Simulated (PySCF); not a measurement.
Compound: C7H13NSi.
Cartesian coordinates in Å at the PBE0-D3(BJ)/def2-SVP level; atoms count from 1:
```xyz
22
C7H13NSi angstrom
C      3.3646    1.8681    0.3749
C      2.5271    0.7326    0.0227
C      1.8322   -0.2192   -0.2757
C      0.9914   -1.3262   -0.6314
C     -0.0283   -1.1589   -1.8126
Si    -0.8140   -1.5122   -0.1746
N     -1.6470   -0.3678    0.8032
C     -1.0394    0.8202    1.3509
C     -3.0872   -0.3884    0.8634
H      3.7313    2.3937   -0.5215
H      4.2456    1.5453    0.9526
H      2.8171    2.6008    0.9898
H      1.5269   -2.2862   -0.6542
H     -0.0861   -0.1324   -2.1932
H      0.0418   -1.9006   -2.6166
H     -1.3254   -2.8883    0.0506
H     -1.3339    1.7360    0.8004
H     -1.3423    0.9584    2.4057
H      0.0564    0.7489    1.3161
H     -3.4400   -0.2594    1.9037
H     -3.5513    0.4126    0.2538
H     -3.4816   -1.3510    0.5007
```

All values: PBE0/pcSseg-1 (PySCF, non-relativistic), on one gas-phase PBE0-D3(BJ)/def2-SVP geometry that isn't relaxed in the solvent. The solvent is an IEF-PCM continuum (van der Waals radii × 1.2). Specific hydrogen bonds and non-electrostatic terms are outside this model.

```
run  E − E(gas) (kcal/mol)  HOMO (eV)  HOMO–LUMO gap (eV)  dipole (D)
gas                   0.00      -5.91                6.66        1.42
  P                  -3.81      -5.95                6.69        1.88
  Q                  -3.12      -5.94                6.69        1.80
```

Q: The runs were made in acetonitrile and tetrahydrofuran. Which run belongs to which solvent?

A: P = acetonitrile, Q = tetrahydrofuran. The dielectric constants are 7.426 (tetrahydrofuran), 35.69 (acetonitrile), and the energy falls further as ε rises. In this model the ground state sees the solvent through ε alone.

Q: How constant is the ratio of the lowering to (ε − 1)/(2ε + 1)?

A: 
```csv
solvent,(ε − 1)/(2ε + 1),E − E(gas) (kcal/mol),ratio (kcal/mol),polarisation term (kcal/mol)
tetrahydrofuran,0.405,-3.12,-7.7,-3.49
acetonitrile,0.479,-3.81,-7.9,-4.36
```

The ratio changes by +3.0 % in size from tetrahydrofuran to acetonitrile. The polarisation term is half the interaction of the solute with the induced surface charges.
